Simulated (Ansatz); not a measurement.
C4H6BF (`CC1=CB(F)C1`) at its PBE0-D4/def2-TZVP geometry, where that method's forces vanish. The species carries charge 0 and has multiplicity 1.

```xyz
12

C    -0.7967   -1.4548   -0.3259
C     0.0224   -0.2408   -0.1114
C     1.3009    0.0635   -0.4415
B     1.0786    1.4269    0.2160
F     1.8094    2.5075    0.4190
C    -0.4251    1.0407    0.5869
H    -0.2489   -2.2372   -0.8524
H    -1.6972   -1.2023   -0.8954
H    -1.1436   -1.8460    0.6363
H     2.0298   -0.5473   -0.9591
H    -0.6894    0.9178    1.6419
H    -1.2401    1.5720    0.0855
```

Task: What forces (eV/Å) does B3LYP-D4/def2-TZVPP give on these atoms in Ansatz 0.2.0? (Best estimate.)

Result: Ansatz gave: 
```
C1  -0.102 -0.137 -0.021
C2   0.018 -0.162 -0.073
C3   0.068 -0.025 -0.035
B4   0.033 -0.019 -0.018
F5   0.116  0.172  0.031
C6  -0.121  0.136  0.098
H7  -0.035  0.025  0.023
H8   0.032 -0.027  0.018
H9   0.009  0.000 -0.045
H10 -0.051  0.048  0.038
H11  0.002  0.013 -0.052
H12  0.031 -0.024  0.036
```

B3LYP here is the variant with VWN-RPA as its local correlation; programs differ in this.
